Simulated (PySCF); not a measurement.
Ar⁺: ionisation energy

Ar⁺ [Ne] 3s2 3p5 (2P) → Ar²⁺ [Ne] 3s2 3p4 (3P), as a difference of total energies. Computed with PySCF 2.14 in cc-pVTZ-DK (5s4p2d1f, 34 functions), with scalar relativity by spin-free X2C-1e. Correlated levels: valence: [Ne] frozen. The calculations carry no spin-orbit coupling.

```csv
method,ionisation energy (eV)
UHF,26.361
TPSS,27.602
PBE0,27.601
MP2 (valence),27.326
SCS-MP2 (valence),27.321
CCSD (valence),27.296
CCSD(T) (valence),27.327
```

Question: How much does correlation contribute at CCSD(T) (valence)?

Answer: 27.327 − (26.361) = 0.966 eV, measured against UHF.

The reference lies between the lowest fine-structure levels, while these numbers refer to the centres of the terms.

Errors of the correlated levels include the incompleteness of this basis and the frozen core.

For comparison: 27.630 eV (measured; NIST Atomic Spectra Database, ionization energies).
